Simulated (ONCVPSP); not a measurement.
## arsenic, ONCV: configuration errors across variants

* Element: arsenic (As)
* Generator: ONCVPSP 4.0.1
* Type: optimised norm-conserving Vanderbilt (ONCV)
* Functional: PBE
* Relativity: scalar-relativistic
* Frozen core: [Ar] 3d10
* Valence charge: 5
* Reference configuration: 4s2 4p1 (charge +2)
* Partial waves: 4s: rc 1.50 bohr, ncon 4, nbas 8, qcut 4.9 1/bohr, 2 projectors, debl 3.1 Ha; 4p: rc 1.70 bohr, ncon 4, nbas 8, qcut 5.6 1/bohr, 1 projector
* Local potential: polynomial inside 1.45 bohr (lpopt 5, dvloc0 6 Ha)
* Core correction: polynomial model core, fcfact 0.35

All-electron excitation energies from the reference (eV): (1) 4s2 4p3 -27.068; (2) 4s2 4p2 -17.918; (3) 4s2 4p0 27.703; (4) 4s2 4p2.5 -23.512.

2 further variants failed, have other tests or too few solved ones, and are left out.

A true bound ghost makes a file unfit for plane-wave use even where its test errors are small: the radial tests pick states by their node count and pass the ghost by.

Errors AE − PS in meV (a dash: test not solved or not reliable):

```tsv
change	(1)	(2)	(3)	(4)	bound ghosts	GHOST(+) flags above zero
base	-9.3	-4.1	-23	-7.3	none	none
all radii but the core radius scaled by about 0.89 (s 1.34, p 1.52 bohr); local potential polynomial inside 1.30 bohr (lpopt 5, dvloc0 6 Ha)	-8.2	-3.9	-24	-6.8	s	none
all radii but the core radius scaled by about 0.94 (s 1.42, p 1.60 bohr); local potential polynomial inside 1.36 bohr (lpopt 5, dvloc0 6 Ha)	-8.3	-3.8	-23	-6.8	none	s
all radii but the core radius scaled by about 1.09 (s 1.64, p 1.86 bohr); local potential polynomial inside 1.58 bohr (lpopt 5, dvloc0 6 Ha)	-8.7	-3.9	-23	-7.0	none	s
all radii but the core radius scaled by about 1.16 (s 1.74, p 1.96 bohr); local potential polynomial inside 1.68 bohr (lpopt 5, dvloc0 6 Ha)	-11	-4.7	-24	-8.6	none	none
all radii but the core radius scaled by about 1.20 (s 1.80, p 2.04 bohr); local potential polynomial inside 1.74 bohr (lpopt 5, dvloc0 6 Ha)	-13	-5.2	-24	-9.6	none	none
all radii but the core radius scaled by about 1.25 (s 1.88, p 2.12 bohr); local potential polynomial inside 1.82 bohr (lpopt 5, dvloc0 6 Ha)	-15	-6.0	-25	-11	none	s
```

**Question.** Give the same row for: all radii but the core radius scaled by about 1.32 (s 1.98, p 2.24 bohr); local potential polynomial inside 1.92 bohr (lpopt 5, dvloc0 6 Ha).

**Answer.** -19, -7.1, -26, -14; bound ghosts: none; GHOST(+) flags above zero: s.
